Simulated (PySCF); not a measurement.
# How the method changes the constants of CsBe

State: ²Σ⁺ (doublet), unpaired electrons σ ↑. Set-up: PySCF, scalar-relativistic core potentials, basis sets Cs def2-SVPD with ECP46, Be def2-SVPD. De refers to Cs + Be in their ground configurations, without counterpoise correction. The functionals are run spin-unrestricted. A positive dipole means Cs(−)Be(+). Levels whose curve was spin-contaminated or gave no clean fit are not listed.

| Level | Re (Å) | ωe (cm⁻¹) | De (eV) | μ (D) |
| --- | --- | --- | --- | --- |
| PBE | 3.770 | 143 | 0.358 | -4.00 |
| r²SCAN | 3.820 | 140 | 0.351 | -4.40 |
| TPSSh | 3.766 | 152 | 0.362 | -5.08 |
| r²SCANh | 3.823 | 139 | 0.326 | -4.48 |
| PBE0 | 3.790 | 140 | 0.281 | -4.27 |
| B2PLYP | 4.005 | 96.9 | 0.095 | -2.73 |

The bond length runs from 3.766 Å (TPSSh) to 4.005 Å (B2PLYP). De spans 0.09 eV (B2PLYP, double hybrid) to 0.36 eV (TPSSh, hybrid meta-GGA).

Correlated steps freeze no core orbitals. The bond is weak. Basis-set superposition, not corrected here, can be much of De in a small basis, most of all at correlated wavefunction levels. Functionals without a dispersion term scatter widely for such bonds, and LDA overbinds them. Spin–orbit coupling is left out. B2PLYP dipoles, levels and charges come from its SCF part alone. The state is the lowest determinant that a PBE0 search found; another state may lie lower at other levels.

The whole job (state search and all levels along the bond) took about 1.9 min on 1 thread of Arm Neoverse N1 (shared host), peak memory 0.47 GiB.
